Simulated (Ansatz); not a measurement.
(1) Predict a relaxed structure of the cluster Au₂O (the lowest singlet isomer of a short search), charge 0, singlet, at r2SCAN-D4/def2-TZVP (Ansatz).

## Answers

(1) 
```xyz
3

Au   -0.344    0.968   -1.160
Au   -0.201   -1.374    0.689
O     0.545    0.405    0.471
```
Point group C2v (tolerance 0.1 Å). This is one stationary point.

In the def2 sets Au takes a core potential; there is no spin–orbit coupling. The structure comes from a short search, and lower isomers may exist.
